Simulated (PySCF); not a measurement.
Fill in the blanks.

Species: C5H7NO2Si.
Geometry (GFN2-xTB, Å), atoms numbered from 1 in this order:
```
atom  x, y, z in Å
C1     2.979    0.263    0.239
C2     2.218   -0.769   -0.091
Si3    0.473   -0.646   -0.758
O4    -0.029    0.908   -0.951
C5    -1.213    1.188   -0.280
C6    -1.670   -0.104    0.467
C7    -2.876   -0.621   -0.154
N8    -3.813   -1.027   -0.667
O9    -0.641   -1.043    0.393
H10    2.619    1.276    0.160
H11    3.991    0.145    0.595
H12    2.629   -1.766   -0.015
H13    0.221   -1.398   -1.982
H14   -1.038    2.001    0.431
H15   -1.975    1.503   -1.001
H16   -1.882    0.100    1.525
```

```tsv
property	level	value
point group of the GFN2-xTB geometry	GFN2-xTB	?
rotational constants A, B, C of the GFN2-xTB geometry	GFN2-xTB	?
dipole moment	PBE0/pcSseg-1	4.15 D
HOMO energy	PBE0/pcSseg-1	?
LUMO energy	PBE0/pcSseg-1	-1.00 eV
13C chemical shifts (computed TMS as zero) by class	GIAO PBE0/pcSseg-1	?
1H chemical shifts (computed TMS as zero) by class	GIAO PBE0/pcSseg-1	?
isotropic shieldings of nuclei other than C and H, by class	GIAO PBE0/pcSseg-1	?
```

Electronic properties: PySCF, gas phase, density fitting.

Question: The HOMO energy?

Answer: -8.49 eV.

Question: Give the isotropic shieldings of nuclei other than C and H, by class.

Answer: -38 (N8), 280 (O9), 306 (O4), 351 (Si3) ppm.

Question: What is the point group of the GFN2-xTB geometry?

Answer: C1.

Question: The 1H chemical shifts (computed TMS as zero) by class?

Answer: 6.58 (H11), 6.40 (H10), 6.20 (H12), 5.23 (H13), 4.98 (H16), 4.57 (H14), 4.53 (H15) ppm.

Question: What are the rotational constants A, B, C of the GFN2-xTB geometry?

Answer: 3.861, 0.851, 0.785 GHz.

Question: Give the 13C chemical shifts (computed TMS as zero) by class.

Answer: 145.3 (C1), 137.8 (C2), 125.2 (C7), 71.0 (C5), 62.4 (C6) ppm.

With B = h/(8π²I), that is 505.379 GHz u Å² over I, the principal moments of inertia are 130.9, 594.2 and 644.0 u Å² (most abundant isotopes). The rotational constants make it an asymmetric top with κ = (2B − A − C)/(A − C) = -0.96, nearer the prolate limit (−1). The dipole equals about 13.8 × 10⁻³⁰ C·m (1 D = 3.33564 × 10⁻³⁰ C·m).

For the NMR shielding job (PBE0/pcSseg-1), on one thread, Arm Neoverse V1, no GPU, shared host, this took 31 s.

One conformer stands for the species.
